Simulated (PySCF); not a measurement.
Isomers of C4H8F2SSi, one GFN2-xTB conformer each. Single-point energies are computed at CAM-B3LYP/def2-SVPD (PySCF, gas phase, no added dispersion term), electronic only.

| SMILES | GFN2-xTB relative energy (kcal/mol) |
| --- | --- |
| C[C@@](F)([SiH3])C(=S)CF | 65.1 |
| C[C@@]1(F)C[Si@@H](F)CS1 | 11.8 |
| C[Si@@]1(F)C[C@@H](F)CS1 | 0.0 |
| CS[SiH2]C(C)=C(F)F | 49.8 |
| C=C[Si@H](S)C(C)(F)F | 62.2 |
| F[C@@H]1CS[C@@](F)([SiH3])C1 | 48.8 |

Conformers: `[CH3:1][C@@:2]([F:3])([SiH3:4])[C:5](=[S:6])[CH2:7][F:8]` with C1–C2–C5–S6 -37°, C2–C5–C7–F8 49°; `[CH3:1][C@@:2]1([F:3])[CH2:4][Si@@H:5]([F:6])[CH2:7][S:8]1` with C1–C2–C4–Si5 170°, C2–C4–Si5–F6 -143°, C4–Si5–C7–S8 1°, Si5–C7–S8–C2 21°; `[CH3:1][Si@@:2]1([F:3])[CH2:4][C@@H:5]([F:6])[CH2:7][S:8]1` with C1–Si2–C4–C5 143°, Si2–C4–C5–F6 -165°, C4–C5–C7–S8 55°, C5–C7–S8–Si2 -34°; `[CH3:1][S:2][SiH2:3][C:4]([CH3:5])=[C:6]([F:7])[F:8]` with C1–S2–Si3–C4 178°, S2–Si3–C4–C5 5°; `[CH2:1]=[CH:2][Si@H:3]([SH:4])[C:5]([CH3:6])([F:7])[F:8]` with C1–C2–Si3–S4 -12°, C2–Si3–S4–H -75°, C2–Si3–C5–C6 -174°; `[F:1][C@@H:2]1[CH2:3][S:4][C@@:5]([F:6])([SiH3:7])[CH2:8]1` with F1–C2–C3–S4 -167°, C2–C3–S4–C5 28°, C3–S4–C5–F6 113°, S4–C5–C8–C2 -23°.

Question: What does CAM-B3LYP/def2-SVPD give for the same structures?

Answer: 
```csv
SMILES,CAM-B3LYP/def2-SVPD E (Eh),CAM-B3LYP/def2-SVPD (kcal/mol),GFN2-xTB (kcal/mol),point group
C[Si@@]1(F)C[C@@H](F)CS1,-1044.15105,0.0,0.0,C1
C[C@@]1(F)C[Si@@H](F)CS1,-1044.11263,24.1,11.8,C1
C=C[Si@H](S)C(C)(F)F,-1044.04700,65.3,62.2,C1
CS[SiH2]C(C)=C(F)F,-1044.03134,75.1,49.8,near Cs
F[C@@H]1CS[C@@](F)([SiH3])C1,-1044.01958,82.5,48.8,C1
C[C@@](F)([SiH3])C(=S)CF,-1043.98913,101.6,65.1,C1
```

Both levels put the same isomer lowest; measured from each level's own lowest isomer, the values differ by up to 36.5 kcal/mol (C[C@@](F)([SiH3])C(=S)CF: 65.1 against 101.6). As drawn, the lowest has an Si–F bond, which the highest lacks; the highest has a C=S bond, which the lowest lacks.

Question: Which frontier levels, dipoles and rotational constants go with these structures?

Answer: 
```tsv
SMILES	HOMO (eV, CAM-B3LYP/def2-SVPD)	LUMO (eV)	dipole (D)	A, B, C (MHz)
C[Si@@]1(F)C[C@@H](F)CS1	-8.59	0.82	2.04	2101, 1031, 874.7
C[C@@]1(F)C[Si@@H](F)CS1	-8.20	0.84	0.97	2354, 1074, 926.4
C=C[Si@H](S)C(C)(F)F	-8.95	0.35	0.93	1719, 1108, 819.9
CS[SiH2]C(C)=C(F)F	-8.27	0.83	1.66	3303, 666.6, 562.7
F[C@@H]1CS[C@@](F)([SiH3])C1	-8.37	0.84	1.63	2089, 1016, 903.7
C[C@@](F)([SiH3])C(=S)CF	-8.20	-1.60	1.06	1469, 1304, 1004
```
